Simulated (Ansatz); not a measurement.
**Question.** Name a neutral molecule of B, C, Cl, O, Si and H with LUMO energy (PBE0/def2-TZVPP) between -1.40 and -1.10 eV and size of the dipole moment (PBE/def2-TZVPP) between 1.70 and 2.00 D (Ansatz, PBE0-D4/def2-TZVP geometry).

**Answer.** `C=C[SiH2]B(O)Cl` (-1.14 eV, 1.87 D). Other molecules can fit too; these were computed, each in one conformer that needn't be the lowest.
